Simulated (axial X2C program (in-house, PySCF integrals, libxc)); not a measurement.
**Worked dissociation energy of NaAu⁻: CCSD(T), two-component**

Computed with an in-house relativistic program for diatomic molecules. Two-component (2c) means X2C with spin–orbit coupling and atomic mean-field two-electron Coulomb and Gaunt terms. Basis: Au dyall-acv3z [14s15p10d6f4g], Na dyall-av3z [10s9p5d2f] (cores contracted in-house); Gaussian nuclei, density fitting, unrestricted open shells. Masses: Au 196.967 u, Na 22.990 u.

Molecular state: Ω = 1/2 (⟨Sz⟩ = 0.50, ⟨Lz⟩ = 0.00 at HF).

Correlated methods: 13 electrons correlated (number of frozen shells: Au 5 s, 4 p, 2 d, 1 f; Na 2 s, 1 p), 345 virtual spin orbitals or spinors in MP2, 90 natural virtuals in coupled cluster.

* E(Au-) (2M_J = 0): -19011.867804 hartree
* E(Na) (2M_J = 1): -162.053118 hartree
* E(NaAu⁻) at Re: -19173.958834 hartree
* ωe: 169.4 cm⁻¹
* ωexe: 1.01 cm⁻¹

(1) Work out De and D0.

The state is one determinant whose occupation by symmetry is held fixed; it was picked as the lowest of a PBE0 search that is not exhaustive. De is counted from the lowest determinant-based energies of the atoms at the same level, without counterpoise correction. Coupled cluster ran in a truncated set of natural virtual spinors; the MP2 energy of the rest was added. (T) has no such correction and the atoms are truncated less, which lowers De at CCSD(T) by a hundredth of an eV or more. With the outer-core shells frozen, correlated bond lengths of heavy atoms tend to come out a few hundredths of an ångström too long.

Each atomic determinant is the lowest at this level and need not be a pure J level. Totals compare only within one Hamiltonian and basis.

Results:

(1) De = -19011.867804 + (-162.053118) − (-19173.958834) = 0.03791 hartree = 1.032 eV. The zero-point energy is ωe/2 − ωexe/4 = 84 cm⁻¹ = 0.010 eV, so D0 = 1.021 eV.
